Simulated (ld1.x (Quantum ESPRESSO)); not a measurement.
Before and after: TM potential for silicon (Si)

- Element: Si
- Generator: ld1.x (Quantum ESPRESSO) 7.5
- Type: norm-conserving Troullier–Martins (Kleinman–Bylander form)
- Functional: LDA (PZ)
- Relativity: scalar-relativistic
- Frozen core: [Ne]
- Valence charge: 4
- Reference configuration: 3s2 3p2
- Partial waves: 3s (bound): rc 1.70 bohr; 3p (bound): rc 2.35 bohr
- Local potential: the p channel
- Core correction: none

All-electron outer shells of the reference configuration (LDA (PZ), scalar-relativistic, ld1.x):

| shell | level (eV) | outermost node (bohr) | outermost maximum (bohr) |
| --- | --- | --- | --- |
| 2s | -138.73 | 0.15 | 0.45 |
| 2p | -95.60 | – | 0.39 |
| 3s | -10.88 | 0.72 | 1.77 |
| 3p | -4.17 | 0.72 | 2.14 |

Change: core correction a·sin(br)/r model core inside 0.86 bohr.

Cutoffs: the cutoffs (Ry, on a coarse ladder) from which the occupation-weighted sum of valence levels, in a spherical-Bessel basis at the reference potential, stays within 10 and 1 mRy of its value at 400 Ry; they do not see the model core or the augmentation charge, which bear on the density cutoff. Errors are all-electron minus pseudo energies relative to the spin-unpolarised reference configuration.

Question: What does the change do?

Answer: The potential gets neither clearly harder nor softer (15 Ry and 40 Ry → 15 Ry and 40 Ry); of the 9 tests that both files solve, the error grows in 0 and shrinks in 7 by more than 15 % and 0.3 meV (median size 19.7 → 2.5 meV); neither file shows a bound ghost. Exchange and correlation are not linear in the density, so unscreening with the valence charge alone errs where core and valence overlap; a model core restores that term. A model core, the more so a compact one, raises the density cutoff, which this test does not measure.

| quantity | base | changed |
| --- | --- | --- |
| cutoff, loose | 15 Ry | 15 Ry |
| cutoff, tight | 40 Ry | 40 Ry |
| bound ghosts | none | none |
| error for 3s2 3p1, meV [ΔE 7.83 eV] | +3.2 | +1.8 |
| error for 3s2 3p0, meV [ΔE 23.94 eV] | +32 | +13 |
| error for 3s1 3p0, meV [ΔE 58.09 eV] | +222 | +42 |
| error for 3s0 3p4, meV [ΔE 13.78 eV] | +20 | -2.5 |
| error for 3s1 3p3, meV [ΔE 6.81 eV] | +4.5 | -0.7 |
| error for 3s2 3p1.5, meV [ΔE 2.96 eV] | +0.4 | +0.2 |
| error for 3s2 3p2.3, meV [ΔE -0.96 eV] | +0.1 | +0.1 |
| error for 3s2 3p2 (spin-polarised), meV [ΔE -0.61 eV] | +41 | +4.4 |
| error for 3s2 3p1 (spin-polarised), meV [ΔE 7.62 eV] | +21 | +3.3 |
| s: phases at 2.57 bohr within 0.05 rad from the reference energy up to (Ry; the scan ends near 5) | 2.6 | 2.6 |
| p: phases at 2.57 bohr within 0.05 rad from the reference energy up to (Ry; the scan ends near 5) | 2.8 | 2.8 |
